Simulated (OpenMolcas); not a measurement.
Ag2+ (d9) on a cation site of an ionic host was computed by SS-CASPT2, IPEA 0.25 Eh, imaginary shift 0.1 Eh with the d shell active (OpenMolcas, ANO-RCC-VDZP on the metal). Its lowest spin-free states, and all those of the highest spin:

```json
{"2S+1": "2", "Degeneracy": "3", "E (cm-1)": "0"}
{"2S+1": "2", "Degeneracy": "2", "E (cm-1)": "7430"}
```

Problem. Is the site octahedral, tetrahedral or cube-like, axial, or of lower symmetry?

Solution. The states with 2S+1 = 2 have orbital degeneracies 3, 2. Threefold states need a cubic site. For d9 at this spin an octahedron puts the twofold E below the threefold T2 and a tetrahedron or cube puts the threefold T2 below the twofold E, so the site is a tetrahedron or a cube, which this pattern cannot tell apart. The first gap at this spin, 7430 cm-1, is |10Dq| in ligand-field theory. The run had Ag2+ with its 8 nearest fluoride ions at 2.375 Å, on the Ca site of CaF2 (a = 5.46294 Å, distance in the model lattice 2.366 Å). The rest of the host is ab initio model potentials to 7.6 Å and point charges beyond; the distance is set by hand and nothing relaxes. Ligand basis ANO-RCC-VDZP.

Roots that are degenerate in the reference are averaged as groups; the widest CASPT2 spread within a group is 35 cm-1 (the 3-fold group of multiplicity 2 near 0 cm-1 above the lowest state of its run). Shifts and gaps below about the spread of the groups concerned are not significant. Over all roots computed the reference weight is 0.69 to 0.70; a low but even weight reflects the number of correlated electrons. An orbital triplet at a regular site is open to Jahn-Teller coupling, which can distort the site and quench the lowest spin-orbit gaps and is left out. Ligand-to-metal charge-transfer states are missing. With one d shell and no ligand orbital active, 10Dq can be off by a tenth or more. Free-ion shares, where given, are those of the reference states; single-state CASPT2 does not remix them. No measured value stands beside these numbers; the geometry was set by hand and not optimised.
